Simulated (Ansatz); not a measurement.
C3H4BFO, SMILES `FB1C=COC1`, charge 0, multiplicity 1.

(1) Give a relaxed structure at PBE0-D4/def2-TZVP (Ansatz 0.2.0). (Estimate.)

## Answers

(1) Computed: 
Z-matrix (Å, degrees):
```
C
O 1 1.443
B 1 1.582 2 104.0
H 1 1.094 2 107.7 3 122.2
H 1 1.094 2 107.7 3 -122.1
C 2 1.333 1 108.3 3 0.0
C 3 1.512 1 104.6 2 -0.0
F 3 1.328 1 124.8 2 180.0
H 6 1.086 2 112.8 1 180.0
H 7 1.080 3 133.8 1 -180.0
```
Point group Cs.
This is one stationary point; other conformers may exist.
